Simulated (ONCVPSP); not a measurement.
**Hardness and transferability of assorted potentials**

Generated with ld1.x 7.5 (TM, RRKJ, ultrasoft, PAW), atompaw 4.2 or ONCVPSP 4.0.1. The cutoff is in Ry: for ld1.x and atompaw files where the sum of valence levels is converged to 10 mRy in a Bessel basis, for ONCV files where the hardest occupied wave has 1 mHa per electron of residual kinetic energy. The error is the largest all-electron minus pseudo excitation energy over each file’s own four to seven test configurations (ionisations up to +4, promotions, holes and added fractions of an electron), all of which were solved. The labels leave out finer settings (local radius, basis sizes, second energies), which also bear on the numbers. Spin-polarised tests are not counted. The rows are a selection from randomly drawn settings: files with unsolved tests, undetermined cutoffs or missed reference levels are left out.

A true bound ghost makes a file unfit for plane-wave use even where its test errors are small: the radial tests pick states by their node count and pass the ghost by.

```tsv
element	potential	cutoff (Ry)	largest error (meV)	bound ghosts
Si	ONCV, PBEsol, scalar-relativistic, rc 1.95/1.72 (sp), local smoothed, core correction yes, reference 3s2 3p1.75, qcut 3.5/5.6, projectors 2/1	15	-324	none
Cl	ONCV, PBEsol, scalar-relativistic, rc 1.10/1.05/0.95 (spd), local smoothed, core correction no, reference 3s2 3p5, qcut 6.5/7.2/9.3, projectors 1/2/2	495	+122	p
Ge	ONCV, PBE, scalar-relativistic, rc 1.65/1.65 (sp), local p, core correction no, reference 4s2 4p2, qcut 3.8/4.8, projectors 2/0	19	+74	none
Mo	ONCV, PBE, fully relativistic, rc 0.86/1.20/1.70 (spd), local smoothed, core correction yes, reference 4s2 4p6 4d3, qcut 5.8/7.7/5.8, projectors 2/2/2	329	-54	s
Tc	ONCV, LDA (Perdew-Zunger), fully relativistic, rc 1.70/1.70/2.15/2.00 (spdf), local smoothed, core correction yes, reference 4s2 4p6 4d5 5s2, qcut 5.9/6.9/7.6/6.1, projectors 2/3/2/1	37	-310	none
Ru	ONCV, Wu-Cohen, non-relativistic, rc 1.70/1.65/1.50 (spd), local smoothed, core correction yes, reference 4s2 4p6 4d7 5p1, qcut 9.2/9.8/7.4, projectors 2/2/2	53	+0.4	none
Pd	ONCV, PBEsol, scalar-relativistic, rc 1.40/1.60/2.10 (spd), local smoothed, core correction yes, reference 4s2 4p6 4d9.75, qcut 10/9.5/6.1, projectors 2/2/1	68	+18	none
```

(1) Fill in the row for Tl: ONCV, PBE, scalar-relativistic, rc 2.15/2.15 (sp), local p, core correction yes, reference 6s2 6p1, qcut 3.3/3.9, projectors 2/0.

(2) Fill in the row for Eu: ONCV, PBE, scalar-relativistic, rc 2.25/2.95/2.30 (spd), local smoothed, core correction yes, reference 5s2 5p6 5d1 6s1.75 6p0.25, qcut 6.9/5.6/4.2, projectors 2/2/3.

Results:

(1) cutoff 11 Ry, largest error -376 meV, bound ghosts: none.

(2) cutoff 25 Ry, largest error +12 meV, bound ghosts: none.
